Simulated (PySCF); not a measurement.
A run for PySCF: R-M06-2X/def2-TZVPPD on C2H4 (SMILES C=C).

```python
from pyscf import gto, dft

mol = gto.M(
    atom='''
    C    -0.14217367    0.73372972   -0.10529668
    C     0.30826340   -0.51102443   -0.14968332
    H     0.36212425    1.54138089   -0.62195466
    H    -1.03482625    0.99602204    0.44960516
    H    -0.19744383   -1.31709268    0.36769379
    H     1.20052187   -0.77484138   -0.70456579
    ''',
    basis='def2-tzvppd',
    charge=0, spin=0, verbose=4, max_memory=1800)
mf = dft.RKS(mol, xc='m062x').density_fit(auxbasis='def2-universal-jkfit')
mf.grids.level = 4
mf.conv_tol = 1e-9
mf.max_cycle = 150
mf.kernel()
mf.dip_moment()
```

Question: Predict the final total energy.

Answer: -78.5736 hartree.
